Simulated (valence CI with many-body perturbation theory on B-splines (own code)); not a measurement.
Os VI: calculated level list

Level of theory: valence CI with perturbative core correlation (CI+MBPT): three valence electrons over a frozen Dirac-Fock core [Xe] 4f14, radial functions for each j: 9 s, 9 p, 10 d, 8 f, 5 g, 3 h, 1 i, with the one-electron correlation potential Σ1, the two-electron term Σ2, the three-electron term Σ3, Breit, model QED; selected CI, second order for the rest, scaled by the run's own slope (own B-spline code, finite nucleus).

Set against measurement, 68 paired levels are off by 1430 cm⁻¹ on average, the worst by 5347. 1 measured level below the end of the list, from 220745 cm⁻¹ on, found no clear computed partner.

Levels 46 to 69 of 69, with energies above the lowest level, (5d3/2^3) J=3/2. "Leading %" is the weight of the configuration and term that name the level; weights of strongly mixed levels are sums over their largest components and can fall short. In the jj column 3d3/2^4 stands for four electrons in 3d with j = 3/2. Lifetimes count E1, E2, E3, M1 and M2 decay at the calculated energies, and are blank where another channel may lead or the interval is too uncertain; long ones can be off by a factor of two.

| No. | Configuration | Term | J | E (cm⁻¹) | Leading % | Lifetime | Leading jj | g |
| --- | --- | --- | --- | --- | --- | --- | --- | --- |
| 46 | 5d²6p | ²D° | 3/2 | 195740 | 36 | 131 ps | 5d3/2^2 6p3/2 (89 %) | 0.790 |
| 47 | 5d²6p | ⁴D° | 3/2 | 197440 | 43 | 123 ps | 5d3/2 5d5/2 6p1/2 (84 %) | 1.414 |
| 48 | 5d²6p | ⁴D° | 5/2 | 197490 | 34 | 96.3 ps | 5d3/2^2 6p3/2 (54 %) | 1.089 |
| 49 | 5d²6p | ²G° | 7/2 | 198420 | 34 | 107 ps | 5d3/2^2 6p3/2 (75 %) | 1.080 |
| 50 | 5d²6p | ⁴D° | 1/2 | 199940 | 82 | 156 ps | 5d3/2^2 6p3/2 (76 %) | 0.123 |
| 51 | 5d²6p | ⁴G° | 9/2 | 203770 | 59 | 251 ps | 5d3/2 5d5/2 6p3/2 (65 %) | 1.123 |
| 52 | 5d²6p | ²G° | 7/2 | 204450 | 51 | 140 ps | 5d5/2^2 6p1/2 (36 %) | 1.043 |
| 53 | 5d²6p | ²F° | 5/2 | 206330 | 36 | 189 ps | 5d3/2 5d5/2 6p3/2 (64 %) | 1.076 |
| 54 | 5d²6p | ⁴S° | 3/2 | 207450 | 38 | 124 ps | 5d5/2^2 6p1/2 (81 %) | 1.472 |
| 55 | 5d²6p | ²F° | 7/2 | 207670 | 44 | 131 ps | 5d3/2 5d5/2 6p3/2 (63 %) | 1.085 |
| 56 | 5d²6p | ⁴F° | 9/2 | 207950 | 40 | 136 ps | 5d5/2^2 6p1/2 (44 %) | 1.137 |
| 57 | 5d²6p | ²F° | 5/2 | 208790 | 57 | 94.3 ps | 5d5/2^2 6p1/2 (59 %) | 1.062 |
| 58 | 5d²6p | ⁴D° | 3/2 | 209030 | 69 | 158 ps | 5d3/2 5d5/2 6p3/2 (78 %) | 1.082 |
| 59 | 5d²6p | ⁴D° | 7/2 | 211220 | 42 | 103 ps | 5d3/2 5d5/2 6p3/2 (78 %) | 1.205 |
| 60 | 5d²6p | ⁴G° | 11/2 | 211670 | 90 | 322 ps | 5d5/2^2 6p3/2 (50 %) | 1.255 |
| 61 | 5d²6p | ⁴P° | 3/2 | 213740 | 60 | 138 ps | 5d3/2^2 6p3/2 (46 %) | 1.575 |
| 62 | 5d²6p | ⁴P° | 1/2 | 214000 | 40 | 127 ps | 5d3/2 5d5/2 6p3/2 (87 %) | 1.626 |
| 63 | 5d²6p | ²D° | 5/2 | 216150 | 48 | 144 ps | 5d3/2 5d5/2 6p3/2 (68 %) | 1.257 |
| 64 | 5d²6p | ²G° | 9/2 | 216590 | 74 | 78.6 ps | 5d3/2 5d5/2 6p3/2 (66 %) | 1.154 |
| 65 | 5d²6p | ⁴P° | 5/2 | 218530 | 39 | 173 ps | 5d3/2 5d5/2 6p3/2 (91 %) | 1.383 |
| 66 | 5d²6p | ⁴D° | 7/2 | 218560 | 47 | 131 ps | 5d3/2 5d5/2 6p3/2 (75 %) | 1.264 |
| 67 | 5d²6p | ²P° | 3/2 | 219290 | 49 | 103 ps | 5d3/2 5d5/2 6p3/2 (63 %) | 1.139 |
| 68 | 5d²6p | ²D° | 3/2 | 221440 | 68 | 111 ps | 5d3/2 5d5/2 6p3/2 (79 %) | 1.036 |
| 69 | 5d²6p | ²P° | 1/2 | 221850 | 53 | 123 ps | 5d5/2^2 6p3/2 (49 %) | 1.304 |

Where two levels of one J and parity lie close, their mixing, g and order are uncertain.
